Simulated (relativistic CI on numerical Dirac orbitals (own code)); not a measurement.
## d9 in a ligand field

Computed with a parametric ligand-field model of a d^n configuration (Racah B and C, spin-orbit zeta, crystal field), exact diagonalisation.

Field parameters in Wybourne normalisation: Oh B⁴₀ = 21Dq, B⁴₄ = √(5/14) B⁴₀; Td as Oh with Dq negative (B⁴₀ = 21Dq, B⁴₄ = √(5/14) B⁴₀). The field is a parameter set, without covalency.

Task: Lowest levels for B = 460, C = 1660, ζ = 90 cm⁻¹, Oh, 10Dq = 20900 cm⁻¹?

Result: Γ8 0 (S 0.50), Γ7 20811 (S 0.50), Γ8 20946 (S 0.50) cm⁻¹, with S from ⟨S²⟩ = S(S + 1). The ground level has 3.00 electrons in the cubic e pair.

Task: Lowest levels for B = 420, C = 1920, ζ = 610 cm⁻¹, Oh, 10Dq = 17300 cm⁻¹?

Result: Γ8 0 (S 0.50), Γ7 16722 (S 0.50), Γ8 17668 (S 0.50) cm⁻¹, with S from ⟨S²⟩ = S(S + 1). The ground level has 3.00 electrons in the cubic e pair.

Task: Lowest levels for B = 470, C = 1940, ζ = 300 cm⁻¹, Td, 10Dq = -8500 cm⁻¹?

Result: Γ7 0 (S 0.50), Γ8 434 (S 0.50), Γ8 8816 (S 0.50) cm⁻¹, with S from ⟨S²⟩ = S(S + 1). The ground level has 4.00 electrons in the cubic e pair.

Task: Lowest levels for B = 1020, C = 5030, ζ = 280 cm⁻¹, Oh, 10Dq = 4650 cm⁻¹?

Result: Γ8 0 (S 0.50), Γ7 4394 (S 0.50), Γ8 4839 (S 0.50) cm⁻¹, with S from ⟨S²⟩ = S(S + 1). The ground level has 3.01 electrons in the cubic e pair.

Task: Lowest levels for B = 570, C = 2190, ζ = 1750 cm⁻¹, Oh, 10Dq = 35550 cm⁻¹?

Result: Γ8 0 (S 0.50), Γ7 33926 (S 0.50), Γ8 36676 (S 0.50) cm⁻¹, with S from ⟨S²⟩ = S(S + 1). The ground level has 3.00 electrons in the cubic e pair.
